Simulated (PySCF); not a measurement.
Molecule: `C[P+]([Al-]([CH3])([CH3])[CH3])(C)C`, C6H18AlP.

Geometry:
```csv
atom,x (Å),y (Å),z (Å)
C1,1.862,1.748,-0.778
Al2,1.424,-0.116,-0.241
C3,1.995,-0.690,1.577
C4,1.415,-1.501,-1.668
P5,-1.020,0.095,0.159
C6,-1.820,-1.474,0.649
C7,-1.997,0.662,-1.276
C8,-1.469,1.260,1.493
H9,1.621,2.490,0.004
H10,1.350,2.064,-1.704
H11,2.945,1.849,-0.975
H12,1.532,-1.639,1.899
H13,3.087,-0.855,1.605
H14,1.779,0.066,2.353
H15,0.978,-2.459,-1.338
H16,0.872,-1.182,-2.575
H17,2.447,-1.728,-1.992
H18,-1.346,-1.843,1.570
H19,-2.901,-1.353,0.815
H20,-1.651,-2.220,-0.141
H21,-3.070,0.738,-1.040
H22,-1.855,-0.044,-2.107
H23,-1.623,1.645,-1.598
H24,-1.088,2.260,1.237
H25,-2.557,1.312,1.648
H26,-0.980,0.940,2.425
```

Geometry PBE0-D3(BJ)/def2-SVP throughout; GIAO in PySCF, gas phase, one conformer, non-relativistic; equivalent atoms averaged; functional PBE0.

(1) How do the shifts δ (against TMS, AlH4-, H3PO4 at the same level) depend on the basis set? (ppm; last column core-seconds on 1 thread of an Arm Neoverse V2, shared host)

(2) Which nucleus moves most, in ppm?

(3) Taking the largest basis, def2-SVP (210 functions), as the yardstick, rank the others by their worst heavy-atom deviation.

## Answers

(1) 
```
basis set  functions  C6/C7/C8  C1/C3/C4   Al2      P5  H18/H19/H20/H21/H22/H23/H24/H25/H26  H9/H10/H11/H12/H13/H14/H15/H16/H17  core-s
   STO-3G         66      11.5      -1.1  65.7   -77.1                                 0.81                               -0.77     8.2
    6-31G        116       9.4      -7.8  78.2  -132.2                                 1.05                               -0.75      16
   6-31G*        156       9.6      -9.1  72.7   -62.3                                 1.06                               -0.80      23
 def2-SVP        210      10.6     -11.2  69.5   -68.2                                 1.01                               -0.85      31
```

(2) P5 (phosphorus bonded to 3 C, Al): from -132.2 ppm with 6-31G to -62.3 ppm with 6-31G*. The smallest spread is 0.11 ppm, at H9/H10/H11/H12/H13/H14/H15/H16/H17. Proton shifts span only some 12 ppm, so a few tenths of a ppm matter as much there as several ppm in carbon.

(3) 6-31G* 5.9 ppm (156 functions), STO-3G 10.1 ppm (66 functions), 6-31G 64.0 ppm (116 functions).

A small basis that lands close on one nucleus may do so by chance; judge by the trend and by all nuclei.
